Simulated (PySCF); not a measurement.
Delta-SCF ions had no search for a lower state. Excitations are Tamm–Dancoff values on a coarser integration grid. The basis has no diffuse functions, so Rydberg states are missing or too high.

C2H2O, SMILES `C(#C)O` (charge 0, multiplicity 1)

Method: ωB97X-D3(BJ)/def2-TZVP // PBE0-D3(BJ)/def2-TZVP (PySCF).

```yaml
HOMO: -9.75 eV
dipole_moment: 1.75 D
LUMO: 2.35 eV
HOMO–LUMO gap: 12.10 eV
S1 excitation (TDA): 6.56 eV
S1 oscillator strength: 0.001
T1 excitation (TDA): 6.00 eV
S1–T1 gap (TDA): 0.55 eV
vertical ionisation energy (Delta-SCF): 10.07 eV
total_energy: -152.6460 Ha
cost: very roughly 40 core-seconds
```

Bonded distances (Å): C1–C2 1.198, C1–H4 1.062, C2–O3 1.301, O3–H5 0.964. Bond angles (°): C2–C1–H4 179.7, C1–C2–O3 176.6, C2–O3–H5 110.2.
